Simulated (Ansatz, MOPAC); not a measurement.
Molecule: TeCl (charge 0, doublet). SMILES: Cl[Te]

Atoms: Te1, Cl2. Bonds: Te1-Cl2.

Bond lengths (Å) and angles (degrees) optimised at PM6 with MOPAC; MNDO with MOPAC; HF/STO-3G with Ansatz (a program for electronic structure); B3LYP/6-31G* with LANL2DZ past Ar with Ansatz, each started from the B3LYP-D3(BJ)/def2-TZVP structure (Ansatz) of the last column. A row stands for all coordinates that are equal there. 6-31G* holds six Cartesian d functions.

```tsv
coordinate	PM6	MNDO	HF/STO-3G	B3LYP/6-31G* with LANL2DZ past Ar	B3LYP-D3(BJ)/def2-TZVP
Te1-Cl2	2.411	2.382	2.372	2.406	2.340
```

Mean signed difference of all 1 bond lengths from B3LYP-D3(BJ)/def2-TZVP: PM6 0.071 Å, MNDO 0.042 Å, HF/STO-3G 0.032 Å, B3LYP/6-31G* with LANL2DZ past Ar 0.066 Å.
